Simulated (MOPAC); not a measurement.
MOPAC input (PM6):

```
PM6 FORCE THERMO(298,298) PRECISE LET UHF MS=0.5 GEO-OK AUX(PRECISION=9) THREADS=1
H6N3OSi

N     1.37695633 1   -0.59884793 1    0.76543513 1
Si    0.06849862 1    0.15404025 1   -0.00459773 1
N    -0.69138139 1   -1.16566371 1   -0.99553064 1
N    -1.19187747 1    0.72144883 1    0.97593636 1
O     0.47520363 1    1.09604055 1   -0.94962106 1
H     1.33725312 1   -1.05885663 1    1.66176639 1
H     2.33659727 1   -0.43413433 1    0.49535576 1
H    -1.09457061 1   -2.01024220 1   -0.63132942 1
H    -0.74447116 1   -1.10634423 1   -2.00068914 1
H    -1.42519027 1    0.36153622 1    1.88842145 1
H    -1.64429620 1    1.61160028 1    0.82127920 1
```

Output:

```
 *******************************************************************************
 **                                                                           **
 **                              MOPAC v23.2.5                                **
 **                                                                           **
 *******************************************************************************
 ** MOPAC's Digital Object Identifier: https://doi.org/10.5281/zenodo.6511958 **
 **                                                                           **
 ** Please cite the open-source release paper for use of this MOPAC version:  **
 ** J. E. Moussa and J. J. P. Stewart (2026)                                  **
 ** MOPAC: An open-source semiempirical molecular orbital program             **
 ** J. Open Source Softw., 11(119), 8025, https://doi.org/10.21105/joss.08025 **
 *******************************************************************************

                              PM6 CALCULATION RESULTS

 *******************************************************************************
 *  PM6        - The PM6 Hamiltonian to be used
 *  GEO-OK     - OVERRIDE INTERATOMIC DISTANCE AND OTHER SAFETY CHECKS
 *  UHF        - UNRESTRICTED HARTREE-FOCK CALCULATION
 *  MS=        - IN MECI, MAGNETIC COMPONENT OF SPIN =  0.5
 *  LET        - OVERRIDE SOME SAFETY CHECKS
 *  PRECISE    - TIGHTER CRITERIA TO BE USED
 *  FORCE      - FORCE CALCULATION SPECIFIED
 *  AUX        - OUTPUT AUXILIARY INFORMATION
 *  THERMO     - THERMODYNAMIC QUANTITIES TO BE CALCULATED
 *******************************************************************************
PM6 FORCE THERMO(298,298) PRECISE LET UHF MS=0.5 GEO-OK AUX(PRECISION=9) THREADS=1
 H6N3OSi

   ATOM   CHEMICAL          X               Y               Z
  NUMBER   SYMBOL      (ANGSTROMS)     (ANGSTROMS)     (ANGSTROMS)

     1       N          1.37695633  *  -0.59884793  *   0.76543513  *
     2      Si          0.06849862  *   0.15404025  *  -0.00459773  *
     3       N         -0.69138139  *  -1.16566371  *  -0.99553064  *
     4       N         -1.19187747  *   0.72144883  *   0.97593636  *
     5       O          0.47520363  *   1.09604055  *  -0.94962106  *
     6       H          1.33725312  *  -1.05885663  *   1.66176639  *
     7       H          2.33659727  *  -0.43413433  *   0.49535576  *
     8       H         -1.09457061  *  -2.01024220  *  -0.63132942  *
     9       H         -0.74447116  *  -1.10634423  *  -2.00068914  *
    10       H         -1.42519027  *   0.36153622  *   1.88842145  *
    11       H         -1.64429620  *   1.61160028  *   0.82127920  *

          CARTESIAN COORDINATES

    NO.       ATOM           X           Y           Z

     1         N          1.3770     -0.5988      0.7654
     2        Si          0.0685      0.1540     -0.0046
     3         N         -0.6914     -1.1657     -0.9955
     4         N         -1.1919      0.7214      0.9759
     5         O          0.4752      1.0960     -0.9496
     6         H          1.3373     -1.0589      1.6618
     7         H          2.3366     -0.4341      0.4954
     8         H         -1.0946     -2.0102     -0.6313
     9         H         -0.7445     -1.1063     -2.0007
    10         H         -1.4252      0.3615      1.8884
    11         H         -1.6443      1.6116      0.8213

[...]
 VIBRATION         23   14A'          ATOM PAIR      ENERGY CONTRIBUTION    RADIAL
 FREQUENCY          2789.80         N  3 -- H  8         +89.3% ( 94.0%)     99.8%
 TRANSITION DIPOLE   0.7787         N  3 -- H  9          +9.5% ( 30.6%)     73.5%
 TRAVEL (Ang.)       0.1781         Si 2 -- N  3          +0.5% (  6.7%)     64.7%
 REDUCED MASS        0.7622         N  1 -- H  6          +0.3% (  5.1%)     99.4%
 EFFECTIVE MASS      1.2906
 FORCE CONSTANT      3.4952

 VIBRATION         24   10A"          ATOM PAIR      ENERGY CONTRIBUTION    RADIAL
 FREQUENCY          2796.36         N  4 -- H 11         +25.8% ( 51.9%)     98.4%
 TRANSITION DIPOLE   0.5741         N  1 -- H  7         +25.8% ( 51.9%)     98.4%
 TRAVEL (Ang.)       0.3065         N  4 -- H 10         +23.9% ( 49.9%)     97.8%
 REDUCED MASS        0.2568         N  1 -- H  6         +23.9% ( 49.9%)     97.8%
 EFFECTIVE MASS      1.4856
 FORCE CONSTANT      1.1830

 VIBRATION         25   15A'          ATOM PAIR      ENERGY CONTRIBUTION    RADIAL
 FREQUENCY          2798.12         N  1 -- H  7         +28.0% ( 54.0%)     98.6%
 TRANSITION DIPOLE   1.0609         N  4 -- H 11         +28.0% ( 54.0%)     98.6%
 TRAVEL (Ang.)       0.3043         N  1 -- H  6         +21.6% ( 47.5%)     97.3%
 REDUCED MASS        0.2603         N  4 -- H 10         +21.6% ( 47.5%)     97.3%
 EFFECTIVE MASS      1.4932
 FORCE CONSTANT      1.2007

 VIBRATION         26   11A"          ATOM PAIR      ENERGY CONTRIBUTION    RADIAL
 FREQUENCY          2830.28         N  4 -- H 10         +25.9% ( 50.3%)     97.8%
 TRANSITION DIPOLE   1.1774         N  1 -- H  6         +25.9% ( 50.3%)     97.9%
 TRAVEL (Ang.)       0.3128         N  4 -- H 11         +23.9% ( 48.2%)     97.3%
 REDUCED MASS        0.2435         N  1 -- H  7         +23.9% ( 48.2%)     97.2%
 EFFECTIVE MASS      1.2300
 FORCE CONSTANT      1.1492

 VIBRATION         27   16A'          ATOM PAIR      ENERGY CONTRIBUTION    RADIAL
 FREQUENCY          2838.11         N  4 -- H 10         +28.0% ( 52.1%)     98.1%
 TRANSITION DIPOLE   0.7693         N  1 -- H  6         +28.0% ( 52.1%)     98.1%
 TRAVEL (Ang.)       0.3125         N  1 -- H  7         +21.4% ( 45.5%)     96.5%
 REDUCED MASS        0.2432         N  4 -- H 11         +21.4% ( 45.5%)     96.6%
 EFFECTIVE MASS      1.2389
 FORCE CONSTANT      1.1543

      SYMMETRY NUMBER FOR POINT-GROUP Cs  =  1

          SYSTEM IS A GROUND STATE

 H6N3OSi

          MOLECULE IS NOT LINEAR

          THERE ARE 27 GENUINE VIBRATIONS IN THIS SYSTEM
          THIS THERMODYNAMICS CALCULATION IS LIMITED TO
          MOLECULES WHICH HAVE NO INTERNAL ROTATIONS

                    CALCULATED THERMODYNAMIC PROPERTIES
                                          *
   TEMP. (K)   PARTITION FUNCTION   H.O.F.    ENTHALPY  HEAT CAPACITY ENTROPY
                                   KCAL/MOL   CAL/MOLE    CAL/K/MOL  CAL/K/MOL

 298.00  VIB.     0.3215D+02                  2990.5480    21.4483    16.9318
         ROT.     0.1107D+06                   888.2803     2.9808    26.0609
         INT.     0.3558D+07                  3878.8283    24.4291    42.9927
         TRA.     0.8552D+27                  1480.4672     4.9680    39.4722
         TOT.                      -80.108    5359.2955    29.3971    82.4649

   *: NOTE: HEATS OF FORMATION ARE RELATIVE TO THE
            ELEMENTS IN THEIR STANDARD STATE AT 298K
              (=  Standard Enthalpy of Formation).

            Hvib:  Zero-point energy is not included.
                   frequencies of less than zero cm-1 are not included.
            Hrot = (3/2)RT
            Htra = (3/2)RT + pV = (5/2)RT

            Heat capacity is Cp, not Cv

          For more information, see: HTTP://OpenMOPAC.net/Manual/thermochemistry.html

           FORCE CONSTANT IN CARTESIAN COORDINATES (Millidynes/A)

    ATOM   CHEMICAL       X               Y               Z
   NUMBER   SYMBOL  FORCE CONSTANT  FORCE CONSTANT  FORCE CONSTANT

      1       N        8.296248        1.169711        5.893587
      2      Si        8.073039        4.508804        6.949146
      3       N        2.508174        6.084362        5.066578
      4       N        4.888519        3.150105        7.320922
      5       O        0.955050        0.957165        2.002276
      6       H        1.974441        0.137178        3.198083
      7       H        1.882955        0.414849        3.122145
      8       H        0.476637        2.255613        2.472130
      9       H        1.257989        1.338937        2.605883
     10       H        1.107018        0.340036        3.862649
     11       H        3.015279        1.633095        0.771575

 **********************
 *                    *
 * JOB ENDED NORMALLY *
 *                    *
 **********************

 == MOPAC DONE ==
```
